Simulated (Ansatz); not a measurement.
Mulliken charges of CrO3 (`[O]=[Cr](=[O])=[O]`) from r2SCAN/def2-TZVPP in Ansatz (PBE0-D4/def2-TZVP geometry).

```json
{"atom": "O1", "x (Å)": "-1.164", "y (Å)": "-0.585", "z (Å)": "0.797", "charge (e)": "-0.434"}
{"atom": "Cr2", "x (Å)": "0.036", "y (Å)": "0.194", "z (Å)": "0.167", "charge (e)": "1.301"}
{"atom": "O3", "x (Å)": "1.409", "y (Å)": "-0.550", "z (Å)": "0.206", "charge (e)": "-0.434"}
{"atom": "O4", "x (Å)": "-0.281", "y (Å)": "0.941", "z (Å)": "-1.169", "charge (e)": "-0.434"}
```

Task: By hand: the dipole of these point charges (1 e Å = 4.8032 D).

Result: Σ q r = (0.062, 0.337, 0.289) e Å, of length 0.448 e Å = 2.15 D.

Task: How does the dipole of the full density compare? (Estimate.)

Result: The calculation gave: (0.081, 0.440, 0.378) e Å, 2.81 D; the point charges give 0.77 times that, at 0° from its direction.

Point charges leave out the atoms' own dipoles, such as those of lone pairs, and Mulliken's split depends on the basis, so the two needn't agree.
